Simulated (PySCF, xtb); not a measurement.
C5H6O, SMILES C=C=COC=C.

GFN2-xTB in xtb at its own geometry gives an orbital gap of 4.24 eV and a dipole moment of 0.90 D.

The structure is a stationary point at B3LYP-D3(BJ)/def2-SVP. Other conformers were not sampled.

What does PBE/def2-TZVP in PySCF give? (The exact figures need the calculation; the answer reports its results.)

gap 4.13 eV (levels -5.49 and -1.36 eV), dipole 0.57 D.
